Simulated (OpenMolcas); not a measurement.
Nb3+ among 6 point charges of -1.7 e arranged as a trigonal prism (D3h), 2.17 Å from the ion, with a polar angle of 57.4° against the regular 49.1°. The active orbitals were held to one l.

```yaml
Program: OpenMolcas
Method: CASSCF
Basis: ANO-RCC-VTZP [7s6p4d2f1g]
Scalar_Hamiltonian: DKH2, point nucleus
Active_space: 2 electrons in 5 orbitals (4d)
State_averaging: 2S+1 = 3 even, 10 roots; 2S+1 = 1 even, 15 roots
Spin-orbit_coupling: state interaction with AMFI integrals over the reference wave functions
```

(1) What is the spin-free ground state (labels of D3, the rotations of D3h)?

(2) Where is the first state of the same spin?

(3) What are the lowest two levels with spin-orbit coupling?

(4) What is χT at 300 K, and how does it compare with the textbook value?

Results:

(1) 3E, 2-fold in its orbital part, 100 % from free-ion F terms; it has the highest spin that d2 allows.

(2) 3E at 3170 cm-1 above the ground state.

(3) A 2-fold level E with g = 0.00, 0.00, 0.06, then a 2-fold level E 574.3 cm-1 above it. Their leading multiplicities are 3 (100 %) and 3 (100 %).

(4) The lowest level has 2S+1 = 3, for which the spin-only value is χT = S(S+1) / 2 = 1.000 cm3 K/mol (g = 2). The computed 0.292 at 300 K differs by -0.708, through orbital momentum, spin-orbit coupling and any other state in reach.

An orbital doublet at a regular site is open to a Jahn-Teller distortion, which this geometry leaves out. Without dynamic correlation the repulsion within the d shell is too large (B by tens of per cent), so at a given field states of lower spin stand too high. This is an electrostatic model: the charges have no orbitals. An unlabelled pair can be two single states that coincide in this model. No measured value stands beside these numbers.

With an even number of electrons the g values are those of a degenerate or nearly degenerate non-Kramers pair.
